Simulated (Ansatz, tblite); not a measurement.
Forces on Si(eta1-allyl)H3 (C₃H₈Si) at its PBE0-D4/def2-SVP geometry. Total charge 0; singlet.

The xTB rows come from tblite. Correlated methods freeze 8 core orbitals.

GFN1-xTB (tblite), largest force 0.94 eV/Å:

```xyz
12
positions Å, forces eV/Å
Si    1.766   -0.135   -0.117    0.823   -0.230    0.403
C     0.031    0.218   -0.793    0.440    0.197   -0.202
C    -1.037   -0.394    0.053   -0.680   -0.250    0.485
C    -1.851    0.268    0.879    0.254    0.015   -0.191
H    -0.006   -0.179   -1.822   -0.257    0.077    0.070
H    -0.092    1.311   -0.860   -0.228   -0.066   -0.101
H    -1.124   -1.487   -0.001    0.070    0.297   -0.061
H    -1.809    1.357    0.976   -0.071   -0.416    0.025
H    -2.592   -0.257    1.487    0.250    0.246   -0.224
H     1.972   -1.610    0.026   -0.063    0.672   -0.053
H     1.938    0.505    1.222   -0.054   -0.295   -0.588
H     2.804    0.403   -1.051   -0.485   -0.246    0.438
```

GFN2-xTB (tblite), largest force 0.93 eV/Å:

```
Si 0.792 -0.231 0.419
C -0.206 0.199 -0.285
C -0.422 0.067 0.360
C 0.295 -0.127 -0.283
H -0.160 0.098 0.355
H -0.125 -0.359 0.039
H 0.109 0.470 -0.048
H -0.045 -0.568 -0.027
H 0.354 0.324 -0.290
H -0.091 0.508 -0.068
H -0.090 -0.210 -0.463
H -0.413 -0.170 0.290
```

PBE-QIDH/def2-TZVP (Ansatz), largest force 0.48 eV/Å:

```
Si 0.008 -0.028 0.038
C 0.081 0.167 -0.190
C -0.217 -0.135 0.215
C 0.070 -0.014 -0.074
H -0.018 0.134 0.385
H 0.017 -0.397 0.044
H 0.032 0.462 0.028
H -0.004 -0.469 -0.056
H 0.333 0.214 -0.271
H -0.048 0.286 -0.031
H -0.042 -0.119 -0.262
H -0.209 -0.102 0.175
```
